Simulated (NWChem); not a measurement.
# bromotrifluoromethane (CBrF$_{3}$); SMILES FC(F)(F)Br

This build's default masses of Se (78.918 u) and Br (79.917 u) are each other's, which moves their modes by up to 0.6 %.

Problem. Give the equilibrium geometry at PBE0/def2-SVP (NWChem) as an XYZ file, with the point group.

Solution. point group C3v; any orientation.
```
5

F      0.8757     0.8757    -1.2687
C      0.0000     0.0000    -0.8182
F      0.3205    -1.1962    -1.2687
F     -1.1962     0.3205    -1.2687
Br     0.0000     0.0000     1.1129
```
